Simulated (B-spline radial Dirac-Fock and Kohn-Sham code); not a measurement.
## Two-hole binding energies of Ca⁷⁺

System: the Ca⁷⁺ ion, configuration 1s2 2s2 2p6 3s2 3p1.

Input of the calculation (task.json; shells as n, l, electrons):

```json
{"items": [{
  "Z": 20,
  "q": 7,
  "cfg": [[1, 0, 2], [2, 0, 2], [2, 1, 6], [3, 0, 2], [3, 1, 1]],
  "A": 40,
  "rrms": 3.4776,
  "do": ["binding", "quiet", "double"]
}]}
```

Command: `python xray_run.py task.json out`

The computed values come from a B-spline atomic structure program: Dirac-Fock ΔSCF + Breit + QED. U is the two-hole binding energy less the two single-hole energies, the effective repulsion of the holes after relaxation. Each two-hole energy is an average over J within one jj subconfiguration.

| holes | E(a) (eV) | E(b) (eV) | E(ab) (eV) | U (eV) |
| --- | --- | --- | --- | --- |
| 1s⁻² | 4198.5 | 4198.5 | 8690.4 | 293.4 |
| 1s⁻¹ 2p1/2⁻¹ | 4198.5 | 501.1 | 4786.6 | 86.9 |
| 1s⁻¹ 2p3/2⁻¹ | 4198.5 | 497.5 | 4782.1 | 86.1 |
| 2s⁻² | 590.1 | 590.1 | 1241.3 | 61.0 |
| 2s⁻¹ 2p1/2⁻¹ | 590.1 | 501.1 | 1147.8 | 56.6 |
| 2s⁻¹ 2p3/2⁻¹ | 590.1 | 497.5 | 1144.1 | 56.4 |
| 2p1/2⁻² | 501.1 | 501.1 | 1070.8 | 68.5 |
| 2p1/2⁻¹ 2p3/2⁻¹ | 501.1 | 497.5 | 1063.0 | 64.4 |
| 2p3/2⁻² | 497.5 | 497.5 | 1060.4 | 65.4 |
| 2p1/2⁻¹ 3s⁻¹ | 501.1 | 165.5 | ? | ? |
| 2p3/2⁻¹ 3s⁻¹ | 497.5 | 165.5 | 692.5 | 29.6 |

Q: Give the missing two-hole energy and U.

A: E(ab) = 696.2 eV and U = 29.6 eV.

Run: 16 s of CPU time on 1 thread of Neoverse-N1 (shared host), peak memory 0.30 GiB.
